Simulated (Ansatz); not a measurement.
ClH6O2ScSi2 (`[SiH3][O][Sc]([Cl])[O][SiH3]`) from Hartree–Fock to CCSD(T)

```xyz
12

Si   -1.923    1.767    1.488
O    -1.006    0.435    1.235
Sc    0.067   -1.049    0.863
Cl    0.188   -2.833    2.329
O     1.042   -1.044   -0.732
Si    1.871   -0.973   -2.140
H    -2.289    1.874    2.925
H    -3.167    1.684    0.676
H    -1.170    2.987    1.092
H     1.942   -2.322   -2.761
H     3.251   -0.481   -1.888
H     1.195   -0.045   -3.086
```

Charge 0, multiplicity 1. Correlated methods include outer-core shells of Sc, which these sets cover unevenly. Scalar relativity is left out up to krypton. All single points use the PBE0-D4/def2-TZVP geometry. It is one conformer, not always the lowest. Frozen core, restricted reference, the Gaussian-basis code of Ansatz.

```json
{"basis": "def2-SVP", "HF (Eh)": "-1950.13003", "MP2 corr.": "?", "CCSD corr.": "-0.97831", "(T)": "-0.02429", "CCSD(T) total": "?"}
{"basis": "def2-TZVPP", "HF (Eh)": "-1950.79075", "MP2 corr.": "?", "CCSD corr.": "?", "(T)": "?", "CCSD(T) total": "?"}
{"basis": "def2-QZVPP", "HF (Eh)": "-1950.84373", "MP2 corr.": "-1.32116", "CCSD corr.": "–", "(T)": "–", "CCSD(T) total": "–"}
```

Q: Fill in the withheld values. (Best estimate.)

A: Ansatz gave: def2-SVP MP2 corr.: -0.91278; def2-SVP CCSD(T) total: -1951.13263; def2-TZVPP MP2 corr.: -1.20098; def2-TZVPP CCSD corr.: -1.26558; def2-TZVPP (T): -0.04776; def2-TZVPP CCSD(T) total: -1952.10409.
